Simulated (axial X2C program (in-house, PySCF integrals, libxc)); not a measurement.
## Outer orbitals of In₂⁺ at 3.619 Å, HF

Computed with an in-house all-electron X2C program for linear molecules (integrals from PySCF). Spin-free means the one-electron spin-free X2C Hamiltonian; two-component (2c) means X2C with spin–orbit coupling and atomic mean-field two-electron Coulomb and Gaunt terms, so the difference of the two also holds small scalar two-electron terms. Basis: In dyall-cv3z [11s12p9d4f1g] (cores contracted in-house); Gaussian nuclei, density fitting, unrestricted open shells. Masses: In 114.904 u.

The distance is close to the 2c PBE0 minimum; the highest filled and lowest empty levels are listed.

Spin-free orbitals, state M_S = 1/2, Λ = 0 (beyond evenly filled blocks: σα) (Löwdin shares):

| symmetry | occupied | ε (eV) | atomic character |
| --- | --- | --- | --- |
| δ+β | yes | -32.69 | 100% In d |
| δ-β | yes | -32.69 | 100% In d |
| δ+β | yes | -32.69 | 100% In d |
| δ-β | yes | -32.69 | 100% In d |
| δ-α | yes | -32.68 | 100% In d |
| δ+α | yes | -32.68 | 100% In d |
| δ-α | yes | -32.68 | 100% In d |
| δ+α | yes | -32.68 | 100% In d |
| σα | yes | -32.61 | 100% In d |
| π+α | yes | -32.59 | 100% In d |
| π-α | yes | -32.59 | 100% In d |
| π-α | yes | -32.55 | 100% In d |
| π+α | yes | -32.55 | 100% In d |
| π+β | yes | -32.54 | 100% In d |
| π-β | yes | -32.54 | 100% In d |
| π+β | yes | -32.52 | 100% In d |
| π-β | yes | -32.52 | 100% In d |
| σβ | yes | -32.51 | 100% In d |
| σα | yes | -32.50 | 100% In d |
| σβ | yes | -32.44 | 100% In d |
| σα | yes | -17.05 | 90% In s, 6% In p |
| σβ | yes | -15.91 | 92% In s, 6% In p |
| σα | yes | -15.35 | 87% In s, 12% In p |
| σβ | yes | -14.36 | 91% In s, 5% In p |
| σα | yes | -10.49 | 91% In p, 6% In s |
| π+α | no | -4.26 | 97% In p |
| π-α | no | -4.26 | 97% In p |
| π+β | no | -4.09 | 98% In p |
| π-β | no | -4.09 | 98% In p |

Spinors with spin–orbit coupling (state Ω = 1/2):

```
   ω  occupied  ε (eV)    atomic character     λ mixture
 3/2       yes  -33.24           100% In d  83% δ, 17% π
 3/2       yes  -33.23           100% In d  84% δ, 16% π
-3/2       yes  -33.21           100% In d  84% δ, 16% π
-3/2       yes  -33.21           100% In d  85% δ, 15% π
 1/2       yes  -33.13           100% In d  55% π, 45% σ
-1/2       yes  -33.10           100% In d  62% π, 38% σ
-1/2       yes  -33.10           100% In d  67% π, 33% σ
 1/2       yes  -33.09           100% In d  62% π, 38% σ
-5/2       yes  -32.33           100% In d        100% δ
-5/2       yes  -32.32           100% In d        100% δ
 5/2       yes  -32.32           100% In d        100% δ
 5/2       yes  -32.31           100% In d        100% δ
 3/2       yes  -32.24           100% In d  83% π, 17% δ
 3/2       yes  -32.21           100% In d  84% π, 16% δ
-3/2       yes  -32.20           100% In d  84% π, 16% δ
 1/2       yes  -32.20           100% In d  55% σ, 45% π
-3/2       yes  -32.18           100% In d  85% π, 15% δ
-1/2       yes  -32.16           100% In d  62% σ, 38% π
 1/2       yes  -32.15           100% In d  62% σ, 38% π
-1/2       yes  -32.13           100% In d  67% σ, 33% π
 1/2       yes  -17.04   90% In s, 6% In p        100% σ
-1/2       yes  -15.92   92% In s, 6% In p        100% σ
 1/2       yes  -15.34  87% In s, 12% In p        100% σ
-1/2       yes  -14.37   91% In s, 5% In p        100% σ
 1/2       yes  -10.50   92% In p, 6% In s   99% σ, 1% π
-1/2        no   -4.31            97% In p        100% π
 3/2        no   -4.19            97% In p        100% π
 1/2        no   -4.17            97% In p   99% π, 1% σ
-3/2        no   -4.03            98% In p        100% π
```

How does the gap between the highest filled and lowest empty level change from the spin-free to the 2c table?

From 6.23 to 6.19 eV at HF, a change of -0.04 eV.

Mulliken charges and populations of the two-component result (they depend on the basis, above all on diffuse functions):

In1 0.50 e (s 9.95 p 18.52 d 20.02), In2 0.50 e (s 9.95 p 18.52 d 20.02). ⟨Lz⟩ = 0.01 ħ and ⟨Sz⟩ = 0.49 ħ (0.25 and 0.25 on the two atoms), which add up to Ω.

The state is a single determinant with fixed occupations, the lowest that a limited PBE0 search found.
